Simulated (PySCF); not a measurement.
What does the PBE0-D3(BJ)/def2-SVP structure of `CC[N](CC)[Sn]([Cl])([Cl])[Cl]` (SnCl3(NEt2)) look like in three dimensions?

```xyz
19
C4H10Cl3NSn angstrom
Sn     1.0909    1.9381    0.7265
Cl     0.4353    2.6374    2.8442
Cl     3.4120    1.8672    0.5705
Cl     0.3659    3.5550   -0.8021
N      0.3656    0.0930    0.4214
C      0.8704   -0.5900   -0.7635
C      0.9040   -2.0987   -0.5890
C     -1.0219   -0.1298    0.8016
C     -2.0666    0.3052   -0.2167
H      1.9002   -0.2366   -0.9404
H      0.2950   -0.3303   -1.6744
H      1.4552   -2.3647    0.3253
H     -0.1055   -2.5308   -0.5205
H      1.4046   -2.5669   -1.4498
H     -1.1448   -1.2032    1.0318
H     -1.1946    0.3897    1.7590
H     -1.9662    1.3763   -0.4565
H     -1.9813   -0.2566   -1.1593
H     -3.0810    0.1392    0.1764
```

Any rigid rotation of these coordinates is as good. Atoms count from 1 in this order. N5 (nitrogen bonded to 2 C and Sn) has angles 118.1°, 116.5° and 115.4°, sum 350.0°, 0.30 Å off the plane of its three neighbours. Sn1 (tin bonded to 3 Cl and N) is distorted tetrahedral (angles from 106.6° to 115.1°). Of the pairs four or more bonds apart, C7···H15 is among the closest relative to their van der Waals radii: 2.76 Å, 95 % of the sum of Bondi's values.

Bonds between heavy atoms (Å): Sn1–Cl2 2.325, Sn1–Cl3 2.327, Sn1–Cl4 2.340, Sn1–N5 2.006, N5–C6 1.458, N5–C8 1.456, C6–C7 1.519, C8–C9 1.522.

The calculation used PySCF 2.14.0, PBE0-D3(BJ)/def2-SVP geometry optimisation, gas phase, def2 core potentials past Kr.

Point group: C1 (no symmetry element, even within 0.4 Å). Whether it is a minimum is left open (no frequencies). The numbers are those of one conformer (Sn1–N5–C6–C7 150°, Sn1–N5–C8–C9 82°).
